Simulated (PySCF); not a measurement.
Gas-phase reaction: InH₂Cl + 4 Cl = InCl₃ + 2 HCl

Computed with PySCF (xtb for GFN2) and rigid-rotor harmonic-oscillator thermochemistry at 1 bar. † marks an energy on the PBE0/def2-TZVP geometry and frequencies; other levels use their own. MP2 and CCSD(T) freeze the core. Open shells (unrestricted): Cl (multiplicity 2, electronic degeneracy 6); the rest are closed-shell singlets. GFN2 has no spin-polarisation term. Spin-orbit splitting is ignored; it lowers the true energy and changes the entropy of Cl. In: scalar-relativistic def2 core potential, no spin-orbit coupling. InH₂Cl: computed as isolated molecules; such fragments, hydroxides, amides, oligomers or adducts are transient or little studied in the gas. MP2 isn't extrapolated to the basis-set limit; its ΔH°(298 K) is -990.7 kJ in def2-SVP and -1068.9 kJ in def2-TZVPP. CCSD(T) isn't extrapolated to the basis-set limit; its ΔH°(298 K) is -943.5 kJ in def2-SVP and -1002.8 kJ in def2-TZVPP. The harmonic model lacks anharmonicity and excited electronic states, which grow with temperature; levels with a mode under 35 cm⁻¹ are left out. Soft modes under 120 cm⁻¹ make the harmonic entropy rough for InCl₃.

| level | ΔE electronic, kJ | ΔH°(298 K), kJ | ΔS°(298 K), J/K | ΔG°(1800 K), kJ |
|---|---|---|---|---|
| BLYP/def2-TZVP† | -988 | -979 | -235 | -541 |
| CCSD(T)/def2-SVP† | -953 | -944 | -235 | -506 |
| CCSD(T)/def2-TZVPP† | -1012 | -1003 | -235 | -565 |
| GFN2-xTB | -1019 | -1012 | -228 | -585 |
| MP2/def2-SVP† | -1000 | -991 | -235 | -553 |
| PBE/def2-SVP | -1050 | -1041 | -233 | -606 |
| PBE0/def2-QZVP† | -1043 | -1034 | -235 | -596 |
| PBE0/def2-SVP† | -1020 | -1011 | -235 | -573 |
| PBE0/def2-TZVP | -1038 | -1029 | -235 | -591 |
| ωB97X-V/def2-TZVP† | -1038 | -1029 | -235 | -591 |
ΔH° is lowest at PBE/def2-SVP and highest at CCSD(T)/def2-SVP†. No reference value is set beside these.
